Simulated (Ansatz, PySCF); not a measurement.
Si(All)(H)3 (C3H8Si), SMILES C=CC[SiH3].

Coordinates come from a B3LYP-D3(BJ)/def2-SVP optimisation. Other conformers were not sampled.

Vertical ionisation energy (IE) and electron affinity (EA) in eV. Rows of orbital energies are one-electron estimates. Where ΔSCF, EOM or ADC give a negative EA the extra electron is unbound and the value depends on the basis.

| level | IE | EA |
|---|---|---|
| −ε(HOMO), −ε(LUMO), M06-2X/def2-TZVP (PySCF) | 8.31 | -0.97 |
| −ε(HOMO), −ε(LUMO), PBE/def2-TZVP (PySCF) | 6.09 | 0.93 |
| ΔSCF, PBE0/def2-SVPD (Ansatz), final states of multiplicity 2 and 2 | 9.25 | -1.58 |
| ΔSCF, PBE/def2-SVPD (Ansatz), final states of multiplicity 2 and 2 | [?] | [?] |

Q: Fill in the missing entries. (The exact figures need the calculation; the answer reports its results.)

A: 
- ΔSCF, PBE/def2-SVPD (Ansatz, a program for electronic structure), final states of multiplicity 2 and 2, IE: 9.18
- ΔSCF, PBE/def2-SVPD (Ansatz), final states of multiplicity 2 and 2, EA: -1.37

Q: What vertical singlet–triplet gap does ΔSCF give with PBE0/def2-SVPD (Ansatz) and with PBE/def2-SVPD (Ansatz)? (Estimate from the structure and the level; the computed values follow.)

A: 4.11 and 4.24 eV (triplet above singlet where positive).
